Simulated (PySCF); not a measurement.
## Spin-rotation constants: SMILES COC[Se]C=C=O, C4H6O2Se

Molfile (atoms numbered from 1):
```
C4H6O2Se
     RDKit          3D

 13 12  0  0  0  0  0  0  0  0999 V2000
   -2.2289    0.2860    0.0946 C   0  0  0  0  0  0  0  0  0  0  0  0
   -0.9847   -0.0517   -0.4686 O   0  0  0  0  0  0  0  0  0  0  0  0
   -0.2211   -0.8846    0.3392 C   0  0  0  0  0  0  0  0  0  0  0  0
    1.3562   -1.3912   -0.7185 Se  0  0  0  0  0  2  0  0  0  0  0  0
    2.0661    0.3665   -1.0378 C   0  0  0  0  0  0  0  0  0  0  0  0
    2.9184    0.7697   -0.1520 C   0  0  0  0  0  0  0  0  0  0  0  0
    3.6643    1.0569    0.6893 O   0  0  0  0  0  0  0  0  0  0  0  0
   -2.1002    0.8220    1.0427 H   0  0  0  0  0  0  0  0  0  0  0  0
   -2.7301    0.9300   -0.6248 H   0  0  0  0  0  0  0  0  0  0  0  0
   -2.8363   -0.6096    0.2739 H   0  0  0  0  0  0  0  0  0  0  0  0
   -0.7455   -1.8159    0.5991 H   0  0  0  0  0  0  0  0  0  0  0  0
    0.1112   -0.3832    1.2611 H   0  0  0  0  0  0  0  0  0  0  0  0
    1.7263    0.9056   -1.8997 H   0  0  0  0  0  0  0  0  0  0  0  0
  1  2  1  0
  2  3  1  0
  3  4  1  0
  4  5  1  0
  5  6  2  0
  6  7  2  0
  1  8  1  0
  1  9  1  0
  1 10  1  0
  3 11  1  0
  3 12  1  0
  5 13  1  0
M  END
```

The calculation used GIAO CAM-B3LYP/pcSseg-1 magnetisability, rotational g tensor and spin-rotation constants, non-relativistic, gas phase in PySCF 2.14.0. Geometry: GFN2-xTB.

The calculation is non-relativistic, which matters for the atoms heavier than Zn.

Problem. Give the nuclear spin-rotation constants along the inertial axes (H = +C I·J) beside the isotropic shieldings.

Solution. Rotational constants 2.5724, 1.0829, 0.8435 GHz. A star marks the isotopologue with that one atom substituted, in its own axes.
```
atom  isotope  Caa (kHz)  Cbb (kHz)  Ccc (kHz)  mean (kHz)  σ (ppm)
  H8       1H     -0.264     -0.020     -0.038      -0.107     28.4
  H9       1H     -0.227     -0.093      0.017      -0.101     27.8
 H10       1H     -0.107     -0.050     -0.066      -0.074     28.4
 H11       1H     -0.108     -0.044     -0.064      -0.072     27.7
 H12       1H     -0.195     -0.017     -0.043      -0.085     27.0
 H13       1H     -0.262     -0.115      0.029      -0.116     28.2
  C1     13C*      0.421      0.235      0.205       0.287    122.7
  O2     17O*     -0.219     -0.088     -0.044      -0.117    307.8
  C3     13C*      0.629      0.281      0.193       0.367    100.6
 Se4    77Se*      4.146      2.404      1.552       2.701   1385.8
  C5     13C*      0.319      0.142      0.135       0.199    170.6
  C6     13C*      0.982      0.495      0.320       0.599     -7.5
  O7     17O*     -0.967     -0.368     -0.221      -0.519     -5.7
```
For the geometry as given, no vibrational averaging.

Problem. How do the rotational constants and the g tensor change when H8, H9, H10, H11, H12, H13 are replaced by deuterium?

Solution. Constants 2.3589, 0.9769, 0.7779 GHz; g -0.0157, -0.0073, -0.0067, against -0.0168, -0.0080, -0.0071 before.
